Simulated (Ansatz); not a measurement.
Molecule: GaH2, net charge -1, singlet state. 
Coordinates optimised at B3LYP-D3(BJ)/def2-TZVP (Ansatz, a program for electronic structure):
```xyz
3

Ga     0.0690     0.0123     0.0207
H     -0.8666    -1.4150    -0.2692
H     -1.2720     1.0336    -0.3733
```
Charge -1, spin multiplicity 1.

Basis-set convergence of Hartree-Fock and CCSD(T) correlation energies (hartree) with Ansatz. Correlated levels leave the core frozen unless marked. No spin-orbit coupling. Frozen are the shells of the preceding noble gas and the d and f shells that filled before the atom's block. No relativistic terms. This anion needs diffuse functions, which these sets lack.

The Hartree-Fock reference is unstable (checked in the largest basis), which strains HF and MP2. 

```tsv
basis	functions	E(HF)	E(corr, CCSD(T))	rough core time
cc-pVDZ	37	-1924.32301	-0.10380	under 20 s
cc-pVTZ	71	-1924.39855	-0.12096	under 20 s
cc-pVQZ	128	-1924.40427	-0.12634	under 20 s
cc-pV5Z	214	___	___	27 s
```

**Question.** Some entries are withheld; supply them.

**Answer.** 
- cc-pV5Z, E(HF): -1924.40504
- cc-pV5Z, E(corr, CCSD(T)): -0.12786
